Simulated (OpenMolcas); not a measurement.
An atom or ion with 24 electrons was computed by SS-CASPT2, IPEA 0.25 Eh, imaginary shift 0.1 Eh with spin-orbit coupling (OpenMolcas, ANO-RCC-VTZP, DKH2). The lowest levels that the run gave, each within 12 % of the measured value where one is at hand:

```json
{"J": "4", "Parity": "even", "E (cm⁻¹)": "0.0", "g": "1.500"}
{"J": "3", "Parity": "even", "E (cm⁻¹)": "821", "g": "1.501"}
{"J": "2", "Parity": "even", "E (cm⁻¹)": "1379", "g": "1.501"}
{"J": "1", "Parity": "even", "E (cm⁻¹)": "1734", "g": "1.501"}
{"J": "0", "Parity": "even", "E (cm⁻¹)": "1907", "g": ""}
{"J": "2", "Parity": "even", "E (cm⁻¹)": "26910", "g": "1.499"}
{"J": "6", "Parity": "even", "E (cm⁻¹)": "28070", "g": "1.166"}
{"J": "5", "Parity": "even", "E (cm⁻¹)": "28430", "g": "1.038"}
{"J": "4", "Parity": "even", "E (cm⁻¹)": "28640", "g": "0.830"}
{"J": "1", "Parity": "even", "E (cm⁻¹)": "29400", "g": "1.499"}
{"J": "4", "Parity": "even", "E (cm⁻¹)": "30040", "g": "1.214"}
{"J": "0", "Parity": "even", "E (cm⁻¹)": "30380", "g": ""}
```

**Question.** Which ion is it, and what are the configurations and terms?

**Answer.** Ni V (Z = 28, charge +4; active space 6 electrons in 10 orbitals (3d 4d)). J, parity and g give the terms where levels are pure, and mixed ones are named by the computed weights; the size of the splittings, set against known spectra of the 24-electron sequence, gives the charge. In order, with the measured energies in cm⁻¹ (Corliss and Sugar, J. Phys. Chem. Ref. Data 10, 197 (1981)): 3d⁶ ⁵D₄, 3d⁶ ⁵D₃ (890), 3d⁶ ⁵D₂ (1490), 3d⁶ ⁵D₁ (1872), 3d⁶ ⁵D₀ (2058), 3d⁶ ³P₂(1) (26153), 3d⁶ ³H₆ (27111), 3d⁶ ³H₅ (27578), 3d⁶ ³H₄ (27859), 3d⁶ ³P₁(1) (28698), 3d⁶ ³F₄(1) (29124), 3d⁶ ³P₀(1) (29640).

CASPT2 breaks the degeneracy within a term, and the mean is taken; among the terms shown or strongly mixed into the levels shown the widest spread is 88 cm-1 (3d⁶ ³F(1)). Active for correlation alone: 4d; no level in the range computed is led by a configuration that fills it, so any true level of that kind is missing. Computed and measured levels are paired by configuration, term and J; levels that our copy of the source lacks, or whose pairing is in doubt (as where it misses far off the trend of its configuration), stay unpaired and out of the deviations. Only configurations of the active space appear.

A number in round brackets counts repeated terms of one configuration in the order of the reference energies.
